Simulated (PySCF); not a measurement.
**Working out the ionisation energy of N(2+)**

N(2+) [He] 2s2 2p1 (2P) → N(3+) [He] 2s2 (1S). Computed with PySCF 2.14 in dyall-av2z, with the non-relativistic Hamiltonian (point nucleus). Frozen: 1s2; the 8 highest virtual orbitals dropped. Energies in hartree (1 hartree = 27.21139 eV):

```
             part  N(2+) (lower)  N(3+) (upper)
              UHF     -52.818171     -51.080846
MP2 opposite-spin      -0.049066      -0.049920
    MP2 same-spin      -0.003306       0.000000
```

What does Hartree-Fock give?

(-51.080846) − (-52.818171) = 1.737325 hartree = 47.275 eV.

What do MP2 and SCS-MP2 (6/5 opposite-spin, 1/3 same-spin) give?

The opposite-spin parts differ by -0.023 eV and the same-spin parts by 0.090 eV. MP2: 47.275 + (-0.023) + (0.090) = 47.342 eV. SCS-MP2: 47.275 + 1.2 × (-0.023) + (0.090)/3 = 47.277 eV.

A first-order spin-orbit estimate adds 0.014 eV to MP2 (valence), giving 47.356 eV against 47.445 eV (semi-empirical (NIST evaluation); NIST Atomic Spectra Database, ionization energies).

A double-zeta basis recovers only part of the correlation energy.

What remains against the reference includes basis incompleteness, the frozen core and correlation beyond second order.
